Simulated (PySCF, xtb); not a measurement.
CH4ClNOSi2, SMILES Cl[Si@H]1OC=N[SiH2]1.

GFN2-xTB (xtb) at its own geometry gives an orbital gap of 3.32 eV and a dipole moment of 1.56 D.

Geometry optimised at PBE-D3(BJ)/def2-SVP. The structure was generated by enumeration; whether it is a known compound was not checked.

What does HF/def2-TZVP (PySCF) give? (The exact figures need the calculation; the answer reports its results.)

gap 12.95 eV (levels -10.53 and 2.42 eV), dipole 1.52 D.
